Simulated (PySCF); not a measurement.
PySCF 2.14 output of a UHF calculation on a single atom or ion in x2c-TZVPPall with one added diffuse shell each of s, p, d type (6s6p4d1f, 51 functions), with the spin-free X2C one-electron Hamiltonian (Gaussian nucleus):

```
SCF conv_tol = 1e-09
number electrons alpha = 7  beta = 6
cycle= 1 E= -340.458027416451  delta_E= -0.00462  |g|= 0.0272  |ddm|= 0.0605
cycle= 2 E= -340.458762372118  delta_E= -0.000735  |g|= 0.0112  |ddm|= 0.0239
cycle= 3 E= -340.458912851636  delta_E= -0.00015  |g|= 0.000463  |ddm|= 0.0166
cycle= 4 E= -340.458913032709  delta_E= -1.81e-07  |g|= 6.91e-05  |ddm|= 0.000821
cycle= 5 E= -340.458913037251  delta_E= -4.54e-09  |g|= 1.38e-05  |ddm|= 0.000189
cycle= 6 E= -340.458913037408  delta_E= -1.57e-10  |g|= 2.75e-06  |ddm|= 4.13e-05
converged SCF energy = -340.458913037408  <S^2> = 0.76352164  2S+1 = 2.0134762
```

The run itself started from symmetry-adapted Hartree-Fock orbitals and held the occupation by maximum overlap, so the iterations belong to that start.

Problem. Which element, charge and spin multiplicity is this?

Solution. P²⁺ (phosphorus, charge +2), multiplicity 2; the state was [Ne] 3s2 3p1, 2P determinant.
